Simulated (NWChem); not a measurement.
C2H5NOSi; SMILES O=C/C=N/[SiH3]

```xyz
10

O      0.2492     2.9319     0.3173
C     -0.3194     1.9335    -0.0691
C      0.2244     0.5517     0.1639
N     -0.4198    -0.4558    -0.2666
Si     0.0870    -2.1333    -0.0723
H     -1.2806     1.9560    -0.6223
H      1.1803     0.5224     0.7136
H     -0.9888    -2.8378     0.6669
H      1.3785    -2.2657     0.6652
H      0.2212    -2.7152    -1.4302
```
Atoms are numbered in this order, from 1.

Level: B3LYP/6-31G* (spherical d) (NWChem), optimised geometry, unscaled harmonic frequencies. 

Q: List the harmonic frequencies with IR intensities, and the thermochemistry.

A: 
```
frequency (cm⁻¹)  IR intensity (km/mol)
----------------  ---------------------
109                                 4.4
140                                 1.6
175                                 2.9
237                                10.9
351                                12.6
472                                29.8
703                                58.4
703                                72.9
801                                47.0
908                                 0.2
947                               109.5
953                                64.0
963                               348.7
1055                                1.2
1110                               13.8
1346                                6.0
1392                                3.0
1736                               83.3
1815                              139.3
2219                              145.9
2276                              102.8
2279                              141.8
2967                               83.4
3016                               41.8
```

```yaml
zero_point_energy: 41.0 kcal/mol
thermal correction to the enthalpy at 298.15 K (with zero-point energy): 45.6 kcal/mol
heat capacity Cv: 21.3 cal/(mol K)
entropy at 298.15 K and 1 atm (symmetry number 1): 79.0 cal/(mol K)
dipole_moment: 2.02 D
```

Rigid rotor and harmonic oscillator.
